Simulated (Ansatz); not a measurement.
C₆H₁₉HfN₃Se, SMILES `C[N](C)[Hf]([SeH])([N](C)C)[N](C)C`. Charge 0, multiplicity 1. Hf: def2 effective core potential. The geometry is a stationary point of PBE0-D4/def2-TZVP. It is one conformer, not always the lowest.

```xyz
30

C     1.055   -2.244   -1.412
N    -0.032   -1.802   -0.571
C    -1.128   -2.748   -0.567
Hf   -0.164   -0.135    0.595
Se   -0.799   -0.770    3.074
N    -1.692    1.027   -0.071
C    -1.891    2.307    0.578
C    -2.661    0.790   -1.114
N     1.612    0.860    0.492
C     1.906    2.212    0.087
C     2.792    0.165    0.958
H     0.731   -2.368   -2.456
H     1.871   -1.519   -1.403
H     1.456   -3.214   -1.081
H    -0.810   -3.737   -0.208
H    -1.555   -2.878   -1.573
H    -1.935   -2.414    0.096
H     0.536   -1.342    3.313
H    -1.781    3.143   -0.128
H    -2.889    2.379    1.031
H    -1.163    2.458    1.385
H    -3.687    0.801   -0.720
H    -2.489   -0.179   -1.586
H    -2.603    1.559   -1.898
H     2.323    2.804    0.915
H     1.003    2.716   -0.265
H     2.640    2.237   -0.732
H     3.242    0.659    1.830
H     2.552   -0.864    1.259
H     3.561    0.098    0.174
```

**Question.** What is the dipole moment at PBE/def2-TZVPP? (Estimate.)

**Answer.** The calculation gave: 3.16 D, with components (1.00, 0.84, -2.88) D in this frame, pointing from negative to positive charge.

**Question.** And with r2SCAN, B3LYP, ωB97M-V? (An estimate is asked.)

**Answer.** Ansatz gave: r2SCAN 3.25 D, B3LYP 3.17 D, ωB97M-V 3.14 D.

**Question.** Give the Mulliken charges with PBE, r2SCAN, B3LYP in def2-TZVPP. (Estimate.)

**Answer.** Computed: 
```csv
atom,PBE,r2SCAN,B3LYP
C1,-0.17,-0.04,-0.17
N2,-0.19,-0.29,-0.27
C3,-0.16,-0.04,-0.17
Hf4,0.42,0.57,0.62
Se5,-0.36,-0.37,-0.36
N6,-0.19,-0.29,-0.27
C7,-0.18,-0.05,-0.18
C8,-0.17,-0.04,-0.17
N9,-0.18,-0.29,-0.27
C10,-0.17,-0.04,-0.17
C11,-0.17,-0.04,-0.17
H12,0.08,0.04,0.08
H13,0.08,0.05,0.09
H14,0.08,0.05,0.08
H15,0.08,0.05,0.09
H16,0.08,0.05,0.09
H17,0.09,0.06,0.09
H18,0.04,0.05,0.03
H19,0.08,0.05,0.09
H20,0.09,0.06,0.09
H21,0.09,0.05,0.09
H22,0.08,0.05,0.09
H23,0.09,0.05,0.09
H24,0.08,0.04,0.08
H25,0.08,0.05,0.09
H26,0.08,0.04,0.09
H27,0.08,0.04,0.08
H28,0.09,0.06,0.10
H29,0.08,0.04,0.08
H30,0.08,0.05,0.09
```

B3LYP here is the variant with VWN-RPA as its local correlation; programs differ in this.
